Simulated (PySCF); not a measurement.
What does the GFN2-xTB structure of `O=C1[C@H]2CC[C@@H]1CC2` look like in three dimensions?

Z-matrix in Å and degrees, rows numbered from 1:
```
O 
C   1  1.1943
C   2  1.5177  1  131.38
C   3  1.5329  2  100.02  1   124.45
C   4  1.5482  3  103.74  2    34.20
C   2  1.5176  1  131.41  3  -179.98
C   6  1.5329  2   99.96  1   124.33
C   3  1.5329  2   99.98  1  -124.37
H   3  1.0869  2  116.76  1    -0.01
H   4  1.0899  3  111.35  2   154.99
H   4  1.0903  3  110.55  2   -84.88
H   5  1.0898  4  112.09  3   120.19
H   5  1.0902  4  111.01  3  -118.88
H   6  1.0868  2  116.74  1    -0.07
H   7  1.0903  6  110.57  2   -84.85
H   7  1.0898  6  111.34  2   155.02
H   8  1.0902  3  110.58  2    84.93
H   8  1.0898  3  111.37  2  -154.91
```

The C–C distances run from 1.518 Å (C2–C6, drawn single) to 1.548 Å (C7–C8, drawn single), a spread of 0.030 Å. The 5-membered ring C2–C3–C4–C5–C6 has internal angles of 97.2° to 103.8° (sum 505°, against 540° for a flat polygon); it is puckered, 0.26 Å rms from its mean plane, widest ring torsion 56°. The 5-membered ring C2–C3–C8–C7–C6 has internal angles of 97.2° to 103.8°; it is puckered, 0.26 Å rms from its mean plane, widest ring torsion 56°. Of the pairs four or more bonds apart, H12···H16 is among the closest relative to their van der Waals radii: 2.39 Å, 99 % of the sum of Bondi's values.

Structure optimised with GFN2-xTB, isolated species.

Point group: C2v (every atom within 0.08 Å of its image). Not checked by GFN2-xTB frequencies.

All values are computed, not measured.
